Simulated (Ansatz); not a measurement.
## Molecular dynamics of BClH₃NO

Input:

```yaml
crystal:
  periodic: [false, false, false]
  atoms:
    - { symbol: B, position_ang: [-0.002967, -0.092842, 0.003264] }
    - { symbol: "N", position_ang: [0.032333, -0.053402, 1.42617] }
    - { symbol: H, position_ang: [-0.808608, -0.267403, 1.917218] }
    - { symbol: H, position_ang: [0.808312, 0.372144, 1.883731] }
    - { symbol: Cl, position_ang: [1.57773, 0.229, -0.774848] }
    - { symbol: O, position_ang: [-1.091366, -0.376943, -0.77963] }
    - { symbol: H, position_ang: [-1.911563, -0.385346, -0.27122] }
basis:
  gaussian: { orbitals: "6-31G*" }
hamiltonian:
  xc: pbe0
md:
  timestep: 1.0
  n_steps: 250
  ensemble: nvt_langevin
  temperature: 1000.0
  initial_velocities: maxwell_boltzmann
  seed: 851897
  friction: 0.005
  masses: [{ species: H, mass: 10.0 }]
```

Run as:

```bash
$ ansatz run input.yaml --threads 1 --pin off --max-ram 2048MiB --backend cpu --events-out ev --progress --plain --runs-dir out
```

It goes on from the last frame of an earlier run, with new velocities.

Output, in part (one step line in 9, the closing report, with atoms numbered from 0):

```
md step     0: t =     0.00 fs  T =   857.1 K  F+E_penalty+E_count = -16778.89244763 eV  E_kin = 0.775560 eV  (24 SCF iters)
md step     9: t =     9.00 fs  T =   561.6 K  F+E_penalty+E_count = -16778.63517343 eV  E_kin = 0.508166 eV  (29 SCF iters)
md step    18: t =    18.00 fs  T =   472.9 K  F+E_penalty+E_count = -16778.59325633 eV  E_kin = 0.427844 eV  (29 SCF iters)
md step    27: t =    27.00 fs  T =   518.0 K  F+E_penalty+E_count = -16778.71410551 eV  E_kin = 0.468674 eV  (29 SCF iters)
md step    36: t =    36.00 fs  T =   380.1 K  F+E_penalty+E_count = -16778.64188954 eV  E_kin = 0.343905 eV  (29 SCF iters)
md step    45: t =    45.00 fs  T =   623.4 K  F+E_penalty+E_count = -16778.73688879 eV  E_kin = 0.564043 eV  (29 SCF iters)
md step    54: t =    54.00 fs  T =   731.8 K  F+E_penalty+E_count = -16778.75522384 eV  E_kin = 0.662111 eV  (29 SCF iters)
md step    63: t =    63.00 fs  T =   581.9 K  F+E_penalty+E_count = -16778.50518651 eV  E_kin = 0.526530 eV  (30 SCF iters)
md step    72: t =    72.00 fs  T =   390.1 K  F+E_penalty+E_count = -16778.43822936 eV  E_kin = 0.352951 eV  (29 SCF iters)
md step    81: t =    81.00 fs  T =   563.2 K  F+E_penalty+E_count = -16778.55337610 eV  E_kin = 0.509600 eV  (29 SCF iters)
md step    90: t =    90.00 fs  T =   604.1 K  F+E_penalty+E_count = -16778.47998471 eV  E_kin = 0.546573 eV  (29 SCF iters)
md step    99: t =    99.00 fs  T =   640.2 K  F+E_penalty+E_count = -16778.55036599 eV  E_kin = 0.579307 eV  (29 SCF iters)
md step   108: t =   108.00 fs  T =   890.8 K  F+E_penalty+E_count = -16778.74391584 eV  E_kin = 0.805992 eV  (29 SCF iters)
md step   117: t =   117.00 fs  T =   670.0 K  F+E_penalty+E_count = -16778.62947763 eV  E_kin = 0.606254 eV  (29 SCF iters)
md step   126: t =   126.00 fs  T =   643.8 K  F+E_penalty+E_count = -16778.47500066 eV  E_kin = 0.582521 eV  (29 SCF iters)
md step   135: t =   135.00 fs  T =   738.1 K  F+E_penalty+E_count = -16778.50653944 eV  E_kin = 0.667852 eV  (29 SCF iters)
md step   144: t =   144.00 fs  T =   727.2 K  F+E_penalty+E_count = -16778.28890407 eV  E_kin = 0.658027 eV  (29 SCF iters)
md step   153: t =   153.00 fs  T =   538.1 K  F+E_penalty+E_count = -16778.15148021 eV  E_kin = 0.486853 eV  (29 SCF iters)
md step   162: t =   162.00 fs  T =   932.2 K  F+E_penalty+E_count = -16778.56833317 eV  E_kin = 0.843450 eV  (29 SCF iters)
md step   171: t =   171.00 fs  T =  1083.9 K  F+E_penalty+E_count = -16778.57253021 eV  E_kin = 0.980724 eV  (29 SCF iters)
md step   180: t =   180.00 fs  T =   578.2 K  F+E_penalty+E_count = -16778.20534996 eV  E_kin = 0.523154 eV  (29 SCF iters)
md step   189: t =   189.00 fs  T =   901.1 K  F+E_penalty+E_count = -16778.42898109 eV  E_kin = 0.815347 eV  (29 SCF iters)
md step   198: t =   198.00 fs  T =  1016.7 K  F+E_penalty+E_count = -16778.55127231 eV  E_kin = 0.919945 eV  (29 SCF iters)
md step   207: t =   207.00 fs  T =   692.8 K  F+E_penalty+E_count = -16778.36967601 eV  E_kin = 0.626886 eV  (29 SCF iters)
md step   216: t =   216.00 fs  T =   439.6 K  F+E_penalty+E_count = -16778.03449661 eV  E_kin = 0.397724 eV  (29 SCF iters)
md step   225: t =   225.00 fs  T =   989.5 K  F+E_penalty+E_count = -16778.49815484 eV  E_kin = 0.895334 eV  (29 SCF iters)
md step   234: t =   234.00 fs  T =   827.1 K  F+E_penalty+E_count = -16778.49978150 eV  E_kin = 0.748387 eV  (29 SCF iters)
md step   243: t =   243.00 fs  T =   727.5 K  F+E_penalty+E_count = -16778.29241937 eV  E_kin = 0.658227 eV  (29 SCF iters)
md step   250: t =   250.00 fs  T =  1220.9 K  F+E_penalty+E_count = -16778.68117924 eV  E_kin = 1.104724 eV  (25 SCF iters)
Total energy: -16778.68119643 eV, -616.6051609704 hartree
Atom 0 at    -0.351696    -0.258572     0.260732 Å, force    -1.740811     0.539627    -2.250757 eV/Å
Atom 1 at    -0.138716     0.496500     1.378642 Å, force    -0.581189     0.438389     3.316980 eV/Å
Atom 2 at    -0.766467     0.534206     2.203879 Å, force     0.476635    -0.101214    -1.020096 eV/Å
Atom 3 at     0.778762     0.797813     1.644189 Å, force     0.406322     0.101753    -0.110811 eV/Å
Atom 4 at     0.931242    -0.136762    -0.941404 Å, force     0.481606    -0.580851    -0.496848 eV/Å
Atom 5 at    -1.608217    -0.658598    -0.193112 Å, force     0.173450    -0.213901     1.720808 eV/Å
Atom 6 at    -2.256537    -0.556372     0.556604 Å, force     0.783987    -0.183804    -1.159276 eV/Å
Dipole moment:    -0.247956     0.126941     0.889196 e Å
```

The run went to its last step. The mean temperature of the second half is 23 % below the set value. A run of 0.25 ps of so small a system gives no equilibrium averages.

The same pairs are bonded in the first frame and the last. Pairs count as bonded within 1.25 times the sum of covalent radii (0.12 Å more for H–H).

Last frame:

```xyz
7
Properties=species:S:1:pos:R:3
B -0.352 -0.259 0.261
N -0.139 0.496 1.379
H -0.766 0.534 2.204
H 0.779 0.798 1.644
Cl 0.931 -0.137 -0.941
O -1.608 -0.659 -0.193
H -2.256 -0.556 0.557
```

Time of the run: 5.3 min on 1 thread of Intel(R) Xeon(R) 6975P-C (Granite Rapids), with other jobs on the host, peak memory 0.15 GiB.
